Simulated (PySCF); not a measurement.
Job file and geometry (Å, from PBE0-D3(BJ)/def2-TZVP) of an NMR shielding run on Hydrogen diatomic, H2, GIAO PBE0/pcSseg-2 NMR shielding, non-relativistic, gas phase (PySCF 2.14.0, density-fitted response routines); density fitting, a coarse starting grid and PySCF grid level 2 are the driver's defaults:

```
$ OMP_NUM_THREADS=1 python probes_run.py task.json out

{"job": {"kind": "nmr", "xc": "PBE0", "basis": "pcSseg-2"}, "charge": 0, "multiplicity": 1}
H     -0.333321    -0.158708     0.032541
H      0.350811     0.129898    -0.044661
```

Task: What does the program print?

Result: 
```
coarse grid: 1240 points
cycle   1  E = -1.1673250702  dE = -2.326e-01  |g| = 2.597e-02  |ddm| = 5.001e-01
cycle   2  E = -1.1675576788  dE = -2.326e-04  |g| = 4.008e-03  |ddm| = 1.971e-02
cycle   3  E = -1.1675638367  dE = -6.158e-06  |g| = 9.095e-05  |ddm| = 2.615e-03
final grid: 10744 points
cycle   4  E = -1.1687403500  dE = -5.533e-06  |g| = 4.070e-04  |ddm| = 1.427e-03
cycle   5  E = -1.1687404158  dE = -6.577e-08  |g| = 7.169e-05  |ddm| = 3.520e-04
cycle   6  E = -1.1687404173  dE = -1.523e-09  |g| = 3.028e-06  |ddm| = 3.980e-05
cycle   7  E = -1.1687404173  dE = -3.710e-12  |g| = 8.657e-08  |ddm| = 2.631e-06
converged SCF energy = -1.1687404173

GIAO shielding tensors (ppm)
atom      isotropic    diamagn.    paramagn.     s11        s22        s33       span
  0 H       26.573      26.822      -0.249     26.022     26.022     27.674      1.652
  1 H       26.573      26.822      -0.249     26.022     26.022     27.674      1.652
```

Task: Turn these shieldings into chemical shifts. Referencing at the same level of theory: $^{1}$H (31.52 ppm) vs TMS.

Result: Averaging equivalent atoms: H 0/1: 4.95 ppm. 

Size and cost of the density-fitted run: 28 basis functions, 0.32 s wall time on 1 thread of an Arm Neoverse V1, shared host; peak memory 0.24 GiB.
